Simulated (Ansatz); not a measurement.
A run for Ansatz (a first-principles code): U-PBE0/def2-TZVPP on OH (SMILES [OH]).

Ansatz 0.2 input:
```yaml
crystal:
  periodic: [false, false, false]
  atoms:
    - {symbol: O, position_ang: [0.00000000, -0.00000000, 0.48836012]}
    - {symbol: H, position_ang: [-0.00000000, 0.00000000, -0.48836012]}
basis:
  gaussian:
    orbitals: def2-TZVPP
hamiltonian:
  xc: {name: PBE0}
magnetization: {spin_polarized: true, initial_magnetization: 1}
```

It printed:

```
WARN ansatz: RAYON_NUM_THREADS=4 ignored (pool sized by the plan → 4); use --threads N
Functional definition: PBE0
integrals: 0.00 GiB planned
210 factors; their error is unknown
mean field: 0.10 GiB planned
mean field evaluation 1: about -2058.4573 eV, gradient 1.8e1 eV
mean field evaluation 2: about -2058.0711 eV, gradient 2.1e1 eV
mean field evaluation 4: about -2059.5472 eV, gradient 4.9e-2 eV
mean field evaluation 8: about -2059.5517 eV, gradient 2.5e-3 eV
mean field -2059.55171464 eV, -75.6871294987 hartree, gradient 4.1e-5 eV, S^2 0.752622; 0 other end points of the search recorded, 0 dependent functions left out
reference -2059.55172661 eV, -75.6871299385 hartree; 5, 4 occupied and 40, 41 virtual orbitals, 210 factors
Total energy: -2059.55172661 eV, -75.6871299385 hartree
```

The run converged.

Cost: roughly 0.5 core-seconds.
